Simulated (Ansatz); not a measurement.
C5H6Si, SMILES C#C[SiH2]C#CC. Atoms are numbered in the order given.

```xyz
12

C     -2.7826     1.5414     0.1709
C     -2.0498     0.5757     0.0636
Si    -0.9507    -0.8887    -0.0991
C      0.8009    -0.3797    -0.0284
C      1.9707    -0.0398     0.0188
C      3.3666     0.3684     0.0753
H     -3.4289     2.3949     0.2656
H     -1.2498    -1.8363     1.0093
H     -1.2338    -1.5569    -1.3987
H      3.9136     0.0360    -0.8221
H      3.8699    -0.0608     0.9570
H      3.4540     1.4656     0.1371
```

The structure is a stationary point at B3LYP-D3(BJ)/def2-SVP. The structure was generated by enumeration, and PubChem lists no compound with its InChIKey, so it may never have been made.

Two levels are set side by side: PBE-D3(BJ)/def2-SVP (Ansatz, an electronic-structure program) and B3LYP-D3(BJ)/def2-SVP (Ansatz). Each level has its own optimised geometry; the coordinates shown are those of the second. Differences are taken from unrounded values.

| quantity | B3LYP-D3(BJ) | PBE-D3(BJ) | PBE-D3(BJ) minus B3LYP-D3(BJ) |
|---|---|---|---|
| mean bond length (Å) | 1.356 | 1.364 | 0.008 |
| bond C1–C2 (Å) | 1.217 | 1.228 | 0.011 |
| bond C2–Si3 (Å) | 1.838 | 1.841 | 0.003 |
| bond Si3–C4 (Å) | 1.825 | 1.828 | 0.003 |
| bond C4–C5 (Å) | 1.219 | 1.231 | 0.012 |
| bond C5–C6 (Å) | 1.455 | 1.453 | -0.002 |
| bond C1–H7 (Å) | 1.075 | 1.082 | 0.008 |
| bond Si3–H8 (Å) | 1.489 | 1.503 | 0.014 |
| bond Si3–H9 (Å) | 1.489 | 1.503 | 0.014 |
| bond C6–H10 (Å) | 1.102 | 1.110 | 0.008 |
| bond C6–H11 (Å) | 1.102 | 1.110 | 0.008 |
| bond C6–H12 (Å) | 1.102 | 1.110 | 0.008 |

GGA bonds tend to be longer and softer than those of functionals with exact exchange. Differences between two approximate levels are no errors against the true value.
